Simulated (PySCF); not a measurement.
B(Cl)(F)(SH) (BClFHS), SMILES FB(S)Cl. Coordinates come from a B3LYP-D3(BJ)/def2-SVP optimisation. One conformer was computed; it need not be the lowest.

Computed equilibrium geometry at B3LYP-D3(BJ)/def2-SVP (PySCF confirms it by a frequency run) as bond lengths and angles, and its point group (one conformer of several):
point group Cs.
Atoms: B1 Cl2 F3 S4 H5. Bonded distances (Å): B1–Cl2 1.760, B1–F3 1.323, B1–S4 1.803, S4–H5 1.354. Angles (°): Cl2–B1–F3 118.9, Cl2–B1–S4 119.6, F3–B1–S4 121.6, B1–S4–H5 95.3.
